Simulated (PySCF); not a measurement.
## Electronic structure of Cr⁺ (chromium, charge +1) at the r2SCAN level

Configuration: [Ar] 3d5, high-spin 6S determinant. All numbers are calculated (PySCF 2.14, the spin-free X2C one-electron Hamiltonian (Gaussian nucleus), in jorge-DZP-DKH (8s6p2d1f, 43 functions)).

| Item | Value |
| --- | --- |
| Total energy | -1050.447 hartree |
| One-electron energy | -1440.724 hartree |
| Hartree (Coulomb) energy | 439.360 hartree |
| Exchange-correlation energy | -49.083 hartree |
| ⟨S²⟩ | 8.7501 |
| ⟨L²⟩ | 0.000 |
| Sum of ⟨r⟩ | 16.68 bohr |
| Sum of ⟨r²⟩ | 21.34 bohr² |
| Langevin diamagnetic susceptibility | -16.9 ×10⁻⁶ cm³/mol |
| Time after the integrals | 0.92 s of wall time on 1 thread of Intel(R) Xeon(R) 6975P-C (shared host) |

| shell | electrons | mean orbital energy (eV) | rms radius, mean of both spins (bohr) |
| --- | --- | --- | --- |
| 1s β | 1 | -5904.4 | 0.0735 |
| 1s α | 1 | -5904.3 | 0.0735 |
| 2s α | 1 | -681.29 | 0.318 |
| 2s β | 1 | -679.28 | 0.318 |
| 2p α | 3 | -572.19 | 0.288 |
| 2p β | 3 | -570.66 | 0.288 |
| 3s α | 1 | -84.834 | 0.973 |
| 3s β | 1 | -79.084 | 0.973 |
| 3p α | 3 | -55.216 | 1.05 |
| 3p β | 3 | -49.424 | 1.05 |
| 3d α | 5 | -10.798 | 1.55 |

Densities and radii are taken from the X2C orbitals without a picture-change correction, which distorts them close to the nucleus.
